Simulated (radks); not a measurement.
F3+, configuration [He] 2s2 2p2 (the NIST ground configuration). Method: non-relativistic Kohn-Sham, PW91, spin-polarised, spherical densities, point nucleus; open shells are filled with parallel spins first; computed with a radial shooting solver on a logarithmic mesh with Libxc functionals. Some entries of the table are withheld. Estimate them.

| orbital | occ. | eigenvalue (hartree) | <1/r> (bohr^-1) |
|---|---|---|---|
| 1s up | 1 | -27.25671 | (1) |
| 1s down | 1 | -27.17029 | (2) |
| 2s up | 1 | -3.43081 | 1.674 |
| 2s down | 1 | -3.22383 | 1.636 |
| 2p up | 2 | (3) | 1.583 |
| 2p down | 0 | (4) | 1.546 |

Answer. 
(1) 1s up <1/r> (bohr^-1): 8.612
(2) 1s down <1/r> (bohr^-1): 8.632
(3) 2p up eigenvalue (hartree): -2.76562
(4) 2p down eigenvalue (hartree): -2.54618
